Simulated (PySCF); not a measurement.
# Adding and removing an electron: LiZn

PBE0; PySCF, no relativity, basis sets Li aug-pcseg-1, Zn aug-pcseg-1. Neutral (UKS): doublet (σ ↑), Re = 2.929 Å, ωe = 171 cm⁻¹, De = 0.20 eV, HOMO -3.59 eV, LUMO -1.49 eV.

LiZn⁻ (UKS): singlet (closed shell), Re = 3.369 Å, ωe = 104 cm⁻¹, De = 0.24 eV to Li⁻ + Zn. The energies at the minima are -1786.41334 hartree for LiZn and -1786.43245 for LiZn⁻.

Work out the adiabatic electron affinity, without and with harmonic zero-point energies (1 hartree = 27.2114 eV, 1 eV = 8065.5 cm⁻¹), and the change of the bond length.

At PBE0: 0.01911 hartree = 0.520 eV between the minima; the zero-point term (171.0 − 104.0)/2 cm⁻¹ = +0.004 eV makes it 0.524 eV. Re changes by +44.0 pm against the neutral. The electron enters a σ orbital, and the ion is left as a loose complex of an ion and an atom.

Closed-shell solutions of metal pairs were not tested for spin polarisation, which can lower them a little. Weak bonds: LiZn, LiZn⁻. Basis-set superposition, not corrected here, can be much of De in a small basis, most of all at correlated wavefunction levels. For an ion De counts to the pair picked by the measured ionisation energies or electron affinities, which need not be the lowest pair at this level. The highest Kohn–Sham level is positive in this anion. Much of that is self-interaction error, but it also means that the finite basis helps to hold the extra electron. States were picked by a PBE0 search and need not be the measured ground states.
